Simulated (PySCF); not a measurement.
This script is equivalent to a calculation on C(2+) (carbon, charge +2).

```python
from pyscf import gto, scf, dft, mp, cc
import basis_set_exchange as bse
mol = gto.M(atom="C 0 0 0", charge=2, spin=0, symmetry="D2h",
            basis=gto.basis.parse(bse.get_basis("cc-pVTZ-DK", elements=["C"], fmt="nwchem", header=False)),
            nucmod="G")
mf = scf.UHF(mol).sfx2c1e()
mf.irrep_nelec = {'Ag': (2, 2)}
mf.kernel()
```

Task: What total energy does it give?

Result: -36.42264 hartree (calculated).

Task: Which occupied shell lies highest, and where?

Result: 2s, at -46.111 eV.
